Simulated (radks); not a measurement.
Task: Ionisation of neutral manganese, [Ar] 3d5 4s2, to [Ar] 3d5 4s1 as the strength of local exchange is varied. Calculated with a radial shooting solver on a logarithmic mesh with Libxc functionals: non-relativistic Kohn-Sham, Slater X-alpha exchange (alpha = 2/3 is LDA exchange), no correlation, spin-polarised, spherical densities, point nucleus; open shells are filled with parallel spins first.

alpha  E(Mn) (hartree)  exchange (hartree)  IE (eV)  -e of the level emptied (eV)  <r> of it (bohr)
0.667      -1146.60682           -47.54665    5.996                    3.485 (4s)             3.478
0.851      -1159.79961           -61.36915    6.774                    4.378 (4s)             3.339
0.89       -1162.61547           -64.33721    6.950                    4.581 (4s)             3.310
0.938      -1166.09050           -68.00847    7.172                    4.838 (4s)             3.274
x          -1162.47090           -64.18467    6.941                    4.571 (4s)             3.311

Which alpha was used in the last row?

Result: alpha = 0.888. NIST Atomic Spectra Database: 7.434 eV (measured). The central value is not met in this range of alpha. Open shells are spherical and high-spin; term and fine-structure splittings are not resolved.
